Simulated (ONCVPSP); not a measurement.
**Scattering properties, ONCV potential for scandium**

ONCVPSP 4.0.1 input, shortened (lines: element, Z, core and valence counts, functional; n l f; lmax; l rc ep ncon nbas qcut; lloc lpopt rc5 dvloc0; l nproj debl; icmod fcfact rcfact), PBE, scalar-relativistic:

```
  Sc 21.00    3    4        4      upf
    1    0    2.00
    2    0    2.00
    2    1    6.00
    3    0    2.00
    3    1    6.00
    3    2    1.00
    4    0    2.00
    2
    0    2.00    0.00    3    6    5.80
    1    1.30    0.00    5    9    9.00
    2    2.00    0.00    4    8    9.20
    4    5    1.10    2.00
    0    3    3.50
    1    2    3.10
    2    1    3.60
    0    0.00    0.00
```

The phase is arctan(r·R′/R) of the radial function R(r), unwrapped; energies in Ha, scanned from -4 to 5 Ha. A pole is an energy at which the radial function vanishes at the test radius. The pseudo phase is shifted by a multiple of π to meet the all-electron one at the reference energy, and phase errors are pseudo minus all-electron; the curves can meet again beyond the range given. Levels narrower than the energy grid can be missing from the lists of poles.

**Question.** For each channel, where are the poles, and over which energies does the pseudopotential scatter like the atom?

**Answer.**

| channel | radius (bohr) | reference energy (Ha) | poles, all-electron | poles, pseudo | unbroken range about the reference energy with phases within 0.05 rad | phase error 1 Ha above the reference energy (rad) |
| --- | --- | --- | --- | --- | --- | --- |
| s | 2.03 | -0.15 | -1.87, 3.47 | -1.87, 3.47 | the whole range | -0.000 |
| p | 1.32 | -1.24 | 0.82 | 0.82 | the whole range | -0.000 |
| d | 2.03 | -0.12 | 0.33, 4.41 | 0.34 | below 1.0 | +0.030 |

Phases in the p channel:

| E (Ha) | all-electron | pseudo |
| --- | --- | --- |
| -3.98 | 0.963 | 0.963 |
| -3.74 | 0.899 | 0.899 |
| -3.50 | 0.817 | 0.816 |
| -3.26 | 0.709 | 0.709 |
| -3.02 | 0.565 | 0.565 |
| -2.78 | 0.373 | 0.373 |
| -2.54 | 0.124 | 0.124 |
| -2.30 | -0.168 | -0.169 |
| -2.06 | -0.464 | -0.464 |
| -1.82 | -0.719 | -0.719 |
| -1.58 | -0.918 | -0.918 |
| -1.34 | -1.068 | -1.068 |
| -1.10 | -1.181 | -1.181 |
| -0.86 | -1.268 | -1.268 |
| -0.62 | -1.336 | -1.336 |
| -0.38 | -1.392 | -1.392 |
| -0.14 | -1.438 | -1.438 |
| 0.10 | -1.477 | -1.477 |
| 0.34 | -1.512 | -1.512 |
| 0.58 | -1.542 | -1.542 |
| 0.82 | -1.570 | -1.570 |
| 1.06 | -1.596 | -1.596 |
| 1.30 | -1.621 | -1.621 |
| 1.54 | -1.645 | -1.645 |
| 1.78 | -1.668 | -1.668 |
| 2.02 | -1.691 | -1.691 |
| 2.26 | -1.715 | -1.715 |
| 2.50 | -1.740 | -1.740 |
| 2.74 | -1.766 | -1.766 |
| 2.98 | -1.794 | -1.794 |
| 3.22 | -1.826 | -1.826 |
| 3.46 | -1.861 | -1.861 |
| 3.70 | -1.902 | -1.902 |
| 3.94 | -1.949 | -1.950 |
| 4.18 | -2.006 | -2.007 |
| 4.42 | -2.077 | -2.079 |
| 4.66 | -2.167 | -2.169 |
| 4.90 | -2.283 | -2.288 |
